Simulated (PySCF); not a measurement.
**Calculated NMR parameters of [H]/N=C\C1=CCC1=O**

- Formula: C5H5NO
- SMILES: [H]/N=C\C1=CCC1=O
- Point group of the computed structure: Cs
- Degrees of unsaturation: 4
- Carbon signals: 5
- Proton signals: 4

Bonds (- single, = double, # triple, : aromatic): N1=C2 1.259 Å, C2-C3 1.452 Å, C3=C4 1.352 Å, C4-C5 1.507 Å, C5-C6 1.545 Å, C6=O7 1.194 Å, C6-C3 1.491 Å. N1 carries H8; C2 carries H9; C4 carries H10; C5 carries H11, H12. Stereochemistry as in [H]/N=C\C1=CCC1=O.

Theoretical values (PySCF): coordinates at the GFN2-xTB level, σ from GIAO-PBE0/pcSseg-1. A single conformation, in vacuum, non-relativistic, one averaged value for each set of equivalent atoms.

Scale: $^{1}$H, $^{13}$C against TMS; NH3 for $^{15}$N; $^{17}$O vs H2O (reference shieldings calculated alike).

| carbon | δC, type | δH (multiplicity) | HMBC from (2–3 bonds) | span of the C tensor (ppm) |
| --- | --- | --- | --- | --- |
| C2 | 163.2, CH | 8.20 (s) | H10 | 210 |
| C3 | 152.4, C | – | H10, H9, H11/H12 | 158 |
| C4 | 166.5, CH | 8.24 (t) | H9, H11/H12 | 265 |
| C5 | 51.0, CH2 | 3.27 (m) | H10 | 45 |
| C6 | 192.1, C | – | H10, H9, H11/H12 | 174 |

Other nuclei:
```csv
atoms,nucleus,environment,δ (ppm),σ (ppm)
H8,$^{1}$H,hydrogen on an imine nitrogen,12.14,19.58
N1,$^{15}$N,imine nitrogen,383.9,-116.2
O7,$^{17}$O,ketone oxygen,611.1,-275.0
```

- Carbon types of the structure: 2 × C, 2 × CH, 1 × CH2, leaving 1 H on heteroatoms.
- δC 192.1: ketone carbonyl carbon; the double bond to the heteroatom, with no lone-pair donor beside it, deshields it most.
- δC 166.5: β carbon of a C=C–C=O unit; conjugation with the carbonyl draws π density from the β position.
- δC 163.2: C=N carbon.
- δC 152.4: α carbon of a C=C–C=O unit; an sp2 carbon of a C=C bond.
- δH 12.14: hydrogen on an imine nitrogen; exchangeable; this is the value without hydrogen bonding to other molecules.

OH and NH positions are those of a molecule without intermolecular hydrogen bonds; in solution they move with solvent, concentration and temperature, and exchange usually removes their couplings. Shifts are as computed. Against solution values, carbons near 30 ppm lie about +3 ppm off and those near 130 ppm about +5 ppm. Of 1211 compounds with measured shifts, 218 miss one by over three times the rms of a fit or turn the order of signals round; such compounds aren't used in these exercises. Unscaled 17O shifts of doubly bonded oxygen tend to come out too high, by tens of ppm or more. Experimental scales use liquid or dissolved standards, which lie at an offset from isolated NH3 (liquid NH3: subtract about 20 ppm) and H2O (liquid H2O: subtract about 36 ppm). Unscaled 15N shifts of sp2 nitrogen come out 20 to 40 ppm too high even then. No couplings were computed; multiplicities are counted from neighbouring protons, with m where these are inequivalent, close in shift, in a saturated or five-membered ring or joined by F or P, and br s for small geminal =CH2 splittings.
